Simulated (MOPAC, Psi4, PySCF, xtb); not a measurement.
Torsional profile of C9H8O2S, SMILES COc1ccc(-c2ccco2)s1, singlet. Scanned: dihedral C1–O2–C3–S12; all other coordinates were relaxed at GFN2-xTB. Points at φ and −φ are mirror images. Heavy atoms are numbered in the order of the SMILES COc1ccc(-c2ccco2)s1, hydrogens after them in the order of the atoms that carry them; the mirror image has the same energies with the sign of each dihedral reversed.

Levels of theory: PM7, restricted, heats of formation // GFN2-xTB (MOPAC); GFN1-xTB // GFN2-xTB (xtb); RHF/LANL2DZ = restricted Hartree-Fock/LANL2DZ, with its core potentials past Ne // GFN2-xTB run with PySCF; PBE-D3(BJ)/def2-SVP // GFN2-xTB (Psi4).

Energies relative to the lowest point of each profile, in kJ/mol:

```tsv
φ / °	PM7	GFN1-xTB	RHF/LANL2DZ
-150	3.5	9.0	3.7
-120	9.0	12.9	7.0
-90	12.0	12.6	5.9
-60	13.1	8.4	7.3
-30	13.3	3.0	11.0
0	14.0	0.0	13.0
30	13.3	3.0	11.0
60	13.1	8.4	7.3
90	12.0	12.6	5.9
120	9.0	12.9	7.0
150	3.5	9.0	3.7
180	0.0	6.6	0.0
```

Task: Estimate the PBE-D3(BJ)/def2-SVP values at these points.

Result: -150: 4.4; -120: 10.2; -90: 9.7; -60: 7.0; -30: 2.8; 0: 0.8; 30: 2.8; 60: 7.0; 90: 9.7; 120: 10.2; 150: 4.4; 180: 0.0 (kJ/mol).
